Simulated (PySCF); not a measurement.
## Energy profile

The step: BHClOF ([OH][B]([F])[Cl]) → BOF + HCl; bonds formed: Cl2–H4; bonds broken: B1–Cl2, O3–H4 (atoms numbered as in the saddle structure below).

```json
{"atom": "B1", "x (Å)": "-0.4886", "y (Å)": "0.2892", "z (Å)": "0.3352"}
{"atom": "Cl2", "x (Å)": "1.2530", "y (Å)": "-1.1017", "z (Å)": "-0.1264"}
{"atom": "O3", "x (Å)": "-0.4661", "y (Å)": "0.8226", "z (Å)": "-0.7940"}
{"atom": "H4", "x (Å)": "0.6136", "y (Å)": "-0.1054", "z (Å)": "-0.9462"}
{"atom": "F5", "x (Å)": "-0.9121", "y (Å)": "0.0953", "z (Å)": "1.5313"}
```

Electronic energies by CCSD(T) at an estimated basis limit (MP2 extrapolated from triple and quadruple zeta, plus CCSD(T) − MP2 in triple zeta), on PBE0-D4/def2-TZVP structures; BHClOF, singlet; no counterpoise correction. PySCF 2.14 with density fitting (its default auxiliary sets; JK sets also for MP2 and CCSD(T)); basis: def2-TZVPP and def2-QZVPP; cores frozen in the correlated methods. Extrapolation: Hartree–Fock as exp(−7.88 √X), correlation as X^−2.97.

(1) Give the profile in kcal/mol, counted from the start structure. (Judge from chemistry; the value comes from the calculation.)

No T1 diagnostic of these runs exceeds 0.016.

## Answers

(1) The calculation gives:
```tsv
point	kcal/mol
start structure	0.00
saddle	57.30
end structure	41.50
separated: BOF (linked as [O][B][F]; B1, O3, F5; singlet) + HCl (Cl2, H4; singlet)	46.18
```

For scale, one of the runs: CCSD(T)/def2-TZVPP, 149 basis functions, launched by `OMP_NUM_THREADS=4 python run.py`. Hardware: 4 CPU threads of an Arm Neoverse V1, shared host. Wall time 2 min; peak host memory 1.2 GiB.
